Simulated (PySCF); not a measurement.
SMILES [NH2][GaH][O]C (CH6GaNO) (PBE0/def2-SVP optimised geometry):

```
10

Ga     0.594     0.196     0.000
H      2.141     0.196     0.000
O     -0.242    -1.385    -0.012
C     -1.622    -1.561    -0.021
H     -2.141    -0.937    -0.778
H     -1.858    -2.613    -0.258
H     -2.089    -1.338     0.959
N     -0.462     1.666     0.000
H     -0.107     2.613    -0.009
H     -1.474     1.643     0.013
```

Computed with PBE0/def2-TZVP run with PySCF.

Question: What are the frontier orbital energies and the dipole moment?

Answer: HOMO-2 -7.94 eV, HOMO-1 -7.85 eV, HOMO -7.28 eV, LUMO -0.16 eV, LUMO+1 0.28 eV; dipole moment 2.03 D.

On the same geometry PBE/def2-TZVP (PySCF 2.14.0) gives HOMO-2 -6.42 eV, HOMO-1 -6.39 eV, HOMO -5.83 eV, LUMO -0.94 eV, LUMO+1 -0.62 eV; dipole moment 2.03 D.

Meta-Löwdin charges at PBE0/def2-TZVP: Ga1 0.68, H2 -0.06, O3 -0.58, C4 -0.11, H5 0.08, H6 0.11, H7 0.09, N8 -0.68, H9 0.24, H10 0.23.
